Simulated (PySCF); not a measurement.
The dipole of `O[SiH2]C=C` from its density and from atomic charges.

Coordinates (GFN2-xTB, Å) and charges (e) from the PBE0/pcSseg-1 density (PySCF):

```tsv
atom	x	y	z	Mulliken	IAO	Hirshfeld	ESP-fitted
C1	1.591	0.121	-0.151	-0.1692	-0.2789	-0.0864	-0.2711
C2	0.635	-0.737	0.172	-0.4975	-0.4528	-0.1450	-0.3658
Si3	-1.118	-0.262	0.680	+0.8934	+1.0230	+0.3979	+0.6888
O4	-1.375	1.340	0.555	-0.5601	-0.7902	-0.3070	-0.6763
H5	2.586	-0.187	-0.436	+0.1213	+0.1506	+0.0486	+0.1528
H6	1.422	1.187	-0.139	+0.1048	+0.1393	+0.0415	+0.1410
H7	0.872	-1.793	0.149	+0.1282	+0.1533	+0.0425	+0.1649
H8	-2.048	-0.996	-0.186	-0.1416	-0.1661	-0.0903	-0.1568
H9	-1.360	-0.483	2.100	-0.1223	-0.1405	-0.0780	-0.1070
H10	-1.195	1.815	-0.251	+0.2430	+0.3624	+0.1761	+0.4295
```

**Question.** Form Σ q r in debye for every column and set it beside the full dipole.

**Answer.** The full density gives (0.92, -0.07, -1.40) D, 1.67 D in size; dipole vectors point from the negative to the positive end.

| scheme | μx | μy | μz | size (D) | share of the full size (%) | angle to the full dipole (°) |
| --- | --- | --- | --- | --- | --- | --- |
| Mulliken | -0.35 | -0.60 | -0.50 | 0.86 | 51 | 73 |
| IAO | 0.15 | -1.31 | -0.94 | 1.62 | 97 | 55 |
| Hirshfeld | 0.24 | -0.04 | -0.59 | 0.64 | 38 | 11 |
| ESP-fitted | 0.91 | -0.09 | -1.41 | 1.68 | 100 | 1 |

**Question.** Which set comes closest?

**Answer.** Length of the difference vector: ESP-fitted 0.03 D, Hirshfeld 1.05 D, IAO 1.53 D, Mulliken 1.65 D. Closest: ESP-fitted. The schemes that divide the density aren't constrained to reproduce the dipole.

**Question.** What is left for the Hirshfeld atoms' own dipoles?

**Answer.** The Hirshfeld atoms' densities add up to the full density, so μ = Σ q r + Σ (atomic dipoles). The atomic dipoles sum to (0.92, -0.07, -1.40) − (0.24, -0.04, -0.59) = (0.68, -0.03, -0.81) D, 1.05 D in size.

**Question.** With the origin at the mean of the coordinates, (0.001, 0.000, 0.249) Å, which are the largest single terms, by size, of the ESP-fitted dipole along the direction of the full one?

**Answer.** O4 +3.45, Si3 -3.18, C1 -1.56, H5 +1.46, H9 +1.17 D; all 10 atoms together +1.68 D. The single terms depend on the origin, their sum doesn't.

**Question.** Give the size of the full dipole in other units.

**Answer.** 1.67 D = 0.658 au = 0.348 e·Å = 5.58 × 10⁻³⁰ C·m.

Isolated species at its GFN2-xTB geometry (one conformer only).

The values belong to the conformer `[CH2:1]=[CH:2][SiH2:3][OH:4]`: C1–C2–Si3–O4 5°, H–O4–Si3–C2 53°.
